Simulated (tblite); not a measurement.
A geometry optimisation, step by step.

Compound: C6H8BBrF2.
Atom-mapped SMILES: `[CH3:1][C:2](/[CH:3]=[CH:4]\[Br:5])=[CH:6]\[CH2:7][B:8]([F:9])[F:10]` (hydrogens: H11, H12, H13 on C1; H14 on C3; H15 on C4; H16 on C6; H17, H18 on C7)

Computed with GFN2-xTB (tblite), gas phase: L-BFGS steps from a force-field or distance-geometry start until the largest atomic force falls under 0.01 eV/Å. 9 of its 152 geometries are shown.

Step 0: E = -862.7850 eV, largest atomic force 3.785 eV/Å
```
atom  x, y, z in Å  |  force x, y, z in eV/Å
C1     -1.161   -0.968    0.372    0.142  -1.185   1.030
C2     -0.511    0.081   -0.461   -1.004   0.629   0.151
C3     -1.215    1.287   -0.903    0.325  -0.384  -0.068
C4     -2.477    1.556   -0.640   -1.061   0.828  -0.048
Br5    -3.635    0.453    0.395   -0.892   1.112  -0.366
C6      0.746    0.006   -0.840    1.385   0.559  -0.973
C7      1.715   -1.062   -0.552    2.121  -0.832   0.343
B8      2.906   -0.310    0.254    0.058   3.533  -1.356
F9      2.450    0.714    1.173    1.774  -2.429  -1.676
F10     4.055    0.020   -0.546   -2.127  -0.620   2.423
H11    -1.518   -0.587    1.355    0.365  -0.076  -0.723
H12    -0.428   -1.768    0.661   -0.592   0.665  -0.521
H13    -2.025   -1.462   -0.122    0.802   0.268   0.171
H14    -0.704    2.050   -1.520   -0.028  -0.770   0.478
H15    -2.914    2.494   -1.020   -0.123  -0.756   0.472
H16     1.166    0.837   -1.443   -0.250  -0.653   0.382
H17     2.156   -1.438   -1.512   -0.422   0.065   0.795
H18     1.386   -1.896    0.072   -0.472   0.045  -0.514
```

Step 19: E = -864.1337 eV, largest atomic force 0.115 eV/Å
```
atom  x, y, z in Å  |  force x, y, z in eV/Å
C1     -1.142   -1.004    0.406    0.002   0.068  -0.038
C2     -0.521    0.046   -0.463    0.072  -0.021  -0.053
C3     -1.305    1.203   -0.863   -0.002  -0.024   0.015
C4     -2.563    1.570   -0.622    0.034   0.041  -0.040
Br5    -3.918    0.684    0.346    0.004  -0.079   0.034
C6      0.739   -0.007   -0.929    0.019  -0.033   0.014
C7      1.815   -1.004   -0.588   -0.021   0.049  -0.025
B8      2.943   -0.161    0.140    0.005  -0.033   0.039
F9      2.698    0.492    1.257    0.096  -0.025   0.004
F10     4.153    0.031   -0.346   -0.053  -0.012   0.043
H11    -1.498   -0.564    1.335    0.009  -0.021   0.009
H12    -0.441   -1.799    0.649   -0.045   0.075  -0.016
H13    -1.993   -1.446   -0.110   -0.006  -0.004   0.035
H14    -0.755    1.932   -1.450    0.031  -0.083  -0.018
H15    -2.923    2.507   -1.013   -0.095   0.064  -0.005
H16     1.081    0.784   -1.587   -0.041  -0.049   0.038
H17     2.198   -1.469   -1.499   -0.050   0.039   0.042
H18     1.422   -1.789    0.060    0.040   0.046  -0.078
```

Step 38: E = -864.1561 eV, largest atomic force 0.083 eV/Å
```
atom  x, y, z in Å  |  force x, y, z in eV/Å
C1     -1.139   -0.969    0.414    0.024  -0.008   0.007
C2     -0.535    0.064   -0.486   -0.011  -0.008   0.018
C3     -1.347    1.192   -0.914    0.021  -0.007   0.009
C4     -2.603    1.553   -0.648    0.045   0.013  -0.024
Br5    -3.913    0.653    0.374   -0.009  -0.006   0.035
C6      0.735    0.032   -0.922   -0.034   0.028   0.009
C7      1.816   -0.957   -0.588   -0.026   0.024  -0.010
B8      2.979   -0.211    0.190    0.042   0.020   0.005
F9      2.832    0.347    1.374   -0.036  -0.058  -0.047
F10     4.180   -0.049   -0.328    0.018   0.008   0.029
H11    -1.454   -0.515    1.354   -0.006  -0.015  -0.045
H12    -0.432   -1.759    0.646   -0.010   0.009  -0.002
H13    -2.011   -1.421   -0.059    0.035   0.038   0.030
H14    -0.821    1.895   -1.552    0.023  -0.006   0.015
H15    -2.996    2.479   -1.036   -0.034  -0.026  -0.037
H16     1.071    0.822   -1.583   -0.018  -0.002   0.006
H17     2.212   -1.372   -1.518   -0.023  -0.006   0.013
H18     1.417   -1.778    0.005   -0.001   0.003  -0.011
```

Step 57: E = -864.1648 eV, largest atomic force 0.032 eV/Å
```
atom  x, y, z in Å  |  force x, y, z in eV/Å
C1     -1.116   -0.941    0.437    0.001  -0.005  -0.001
C2     -0.526    0.098   -0.466   -0.011  -0.003   0.004
C3     -1.361    1.197   -0.923   -0.003  -0.007  -0.008
C4     -2.628    1.530   -0.677    0.011  -0.003   0.001
Br5    -3.894    0.664    0.430   -0.002   0.008  -0.002
C6      0.740    0.075   -0.912   -0.018   0.009   0.013
C7      1.814   -0.932   -0.613    0.000   0.006  -0.010
B8      2.992   -0.257    0.205   -0.005   0.004   0.021
F9      2.839    0.209    1.427    0.000  -0.015  -0.028
F10     4.204   -0.086   -0.283   -0.022   0.002   0.015
H11    -1.426   -0.497    1.382    0.015   0.017  -0.021
H12    -0.404   -1.730    0.656   -0.005   0.003   0.008
H13    -1.991   -1.389   -0.029    0.010  -0.004   0.008
H14    -0.854    1.879   -1.599    0.007  -0.001   0.004
H15    -3.063    2.406   -1.133    0.004  -0.005   0.009
H16     1.069    0.871   -1.568   -0.007  -0.010   0.001
H17     2.193   -1.320   -1.560    0.020   0.002  -0.010
H18     1.403   -1.771   -0.051    0.004   0.003  -0.004
```

Step 76: E = -864.1718 eV, largest atomic force 0.107 eV/Å
```
atom  x, y, z in Å  |  force x, y, z in eV/Å
C1     -1.067   -0.905    0.497   -0.002   0.018  -0.011
C2     -0.517    0.095   -0.470    0.028   0.017  -0.016
C3     -1.361    1.183   -0.940   -0.002   0.004  -0.002
C4     -2.621    1.530   -0.681    0.007  -0.029   0.004
Br5    -3.864    0.692    0.470   -0.019   0.007   0.004
C6      0.733    0.062   -0.959    0.010   0.010  -0.018
C7      1.820   -0.942   -0.699    0.009   0.016   0.018
B8      2.916   -0.306    0.253   -0.015   0.087   0.060
F9      2.665    0.064    1.492   -0.019  -0.057  -0.031
F10     4.144   -0.033   -0.139   -0.006  -0.030  -0.016
H11    -1.384   -0.401    1.408    0.002  -0.013   0.015
H12    -0.330   -1.654    0.770    0.014   0.031  -0.023
H13    -1.932   -1.410    0.071   -0.005  -0.007   0.003
H14    -0.869    1.839   -1.649    0.024   0.008   0.004
H15    -3.061    2.392   -1.160   -0.010  -0.020   0.029
H16     1.040    0.859   -1.625    0.003  -0.016  -0.037
H17     2.273   -1.209   -1.655    0.006  -0.018  -0.008
H18     1.406   -1.850   -0.262   -0.025  -0.008   0.024
```

Step 94: E = -864.1912 eV, largest atomic force 0.043 eV/Å
```
atom  x, y, z in Å  |  force x, y, z in eV/Å
C1     -0.906   -0.772    0.581    0.005  -0.008  -0.005
C2     -0.469    0.148   -0.515    0.000  -0.022  -0.008
C3     -1.373    1.183   -0.988    0.006   0.001   0.004
C4     -2.629    1.493   -0.671    0.008  -0.004  -0.002
Br5    -3.781    0.660    0.576   -0.010  -0.004   0.002
C6      0.732    0.067   -1.111   -0.012   0.013   0.001
C7      1.817   -0.939   -0.831   -0.002   0.018  -0.006
B8      2.721   -0.429    0.366    0.018  -0.001  -0.009
F9      2.300   -0.398    1.612    0.003   0.004   0.040
F10     3.944    0.034    0.203   -0.027   0.007  -0.006
H11    -1.228   -0.195    1.446    0.019  -0.014  -0.004
H12    -0.095   -1.420    0.898   -0.009   0.005   0.003
H13    -1.743   -1.387    0.254    0.013   0.002   0.010
H14    -0.944    1.819   -1.754    0.016   0.026  -0.014
H15    -3.129    2.317   -1.155   -0.005   0.008  -0.004
H16     0.988    0.793   -1.869   -0.006   0.011  -0.006
H17     2.417   -1.065   -1.731   -0.003  -0.005  -0.014
H18     1.370   -1.902   -0.587   -0.014  -0.036   0.018
```

Step 113: E = -864.1939 eV, largest atomic force 0.076 eV/Å
```
atom  x, y, z in Å  |  force x, y, z in eV/Å
C1     -0.897   -0.772    0.590   -0.016   0.004  -0.010
C2     -0.468    0.146   -0.513   -0.006   0.011   0.075
C3     -1.359    1.194   -0.979   -0.027  -0.016  -0.019
C4     -2.621    1.500   -0.682   -0.007  -0.006   0.015
Br5    -3.796    0.641    0.526    0.015  -0.006  -0.001
C6      0.731    0.059   -1.110    0.008  -0.030  -0.015
C7      1.804   -0.960   -0.827    0.036  -0.003  -0.003
B8      2.709   -0.424    0.360   -0.002   0.010   0.033
F9      2.326   -0.458    1.620    0.032  -0.006  -0.063
F10     3.882    0.146    0.173   -0.053  -0.012   0.000
H11    -1.202   -0.197    1.463   -0.003  -0.012  -0.056
H12    -0.086   -1.427    0.894   -0.033   0.024  -0.005
H13    -1.742   -1.384    0.273    0.022   0.022   0.021
H14    -0.915    1.842   -1.727    0.012   0.014  -0.002
H15    -3.112    2.333   -1.159   -0.003   0.006   0.003
H16     0.993    0.778   -1.874   -0.010   0.017   0.012
H17     2.394   -1.095   -1.733    0.026  -0.019   0.013
H18     1.349   -1.917   -0.571    0.010   0.003   0.002
```

Step 132: E = -864.1999 eV, largest atomic force 0.025 eV/Å
```
atom  x, y, z in Å  |  force x, y, z in eV/Å
C1     -0.894   -0.743    0.613    0.000  -0.009   0.001
C2     -0.453    0.150   -0.504   -0.014   0.000  -0.001
C3     -1.334    1.209   -0.969    0.009   0.012   0.008
C4     -2.605    1.500   -0.695    0.001   0.002   0.002
Br5    -3.812    0.588    0.441    0.004   0.016  -0.007
C6      0.734    0.027   -1.118   -0.009   0.012   0.001
C7      1.798   -1.002   -0.834   -0.003   0.001   0.011
B8      2.685   -0.427    0.346    0.002  -0.006  -0.001
F9      2.449   -0.683    1.616    0.000  -0.006   0.005
F10     3.679    0.412    0.146   -0.002   0.006  -0.004
H11    -1.199   -0.145    1.470   -0.011  -0.001  -0.010
H12    -0.092   -1.399    0.935    0.012   0.002   0.001
H13    -1.744   -1.351    0.307    0.014  -0.021   0.003
H14    -0.868    1.886   -1.677   -0.007  -0.014  -0.011
H15    -3.088    2.347   -1.157    0.008  -0.007   0.006
H16     0.997    0.736   -1.891    0.006   0.017  -0.009
H17     2.393   -1.141   -1.736   -0.009  -0.004  -0.001
H18     1.345   -1.956   -0.570   -0.003   0.000   0.006
```

Step 151: E = -864.2026 eV, largest atomic force 0.010 eV/Å
```
atom  x, y, z in Å  |  force x, y, z in eV/Å
C1     -0.895   -0.745    0.611    0.000  -0.001   0.001
C2     -0.456    0.153   -0.504   -0.003  -0.001   0.000
C3     -1.334    1.211   -0.973    0.001   0.002   0.001
C4     -2.602    1.511   -0.695    0.002   0.003   0.001
Br5    -3.807    0.612    0.452   -0.003  -0.003  -0.002
C6      0.734    0.031   -1.115   -0.004  -0.002  -0.002
C7      1.790   -1.005   -0.826   -0.002   0.001   0.002
B8      2.691   -0.433    0.344    0.001   0.000   0.005
F9      2.526   -0.762    1.609    0.003   0.001  -0.009
F10     3.624    0.474    0.143    0.001  -0.002   0.003
H11    -1.267   -0.153    1.444    0.000   0.001   0.001
H12    -0.071   -1.350    0.975    0.001   0.002  -0.001
H13    -1.697   -1.405    0.282    0.002   0.000   0.001
H14    -0.871    1.877   -1.693    0.005  -0.001   0.000
H15    -3.082    2.358   -1.160   -0.002  -0.002  -0.002
H16     1.003    0.742   -1.884    0.001   0.000   0.001
H17     2.377   -1.156   -1.732   -0.002   0.000   0.001
H18     1.330   -1.954   -0.553   -0.001   0.001  -0.002
```

**Question.** Summarise the path.

**Answer.** The energy falls by 32.69 kcal/mol from step 0 to step 151; nine tenths of that is first reached at step 9. It rises by more than 0.2 meV at step 118. The largest force goes from 3.785 to 0.010 eV/Å. Among the bonds B8–F9 changes most, from 1.450 to 1.317 Å; the atoms move by 0.560 Å rms after alignment.

The cost below is that of the whole relaxation. Hardware: one thread of an Arm Neoverse N1, no GPU, shared host. Cost: 2.3 s of wall time.
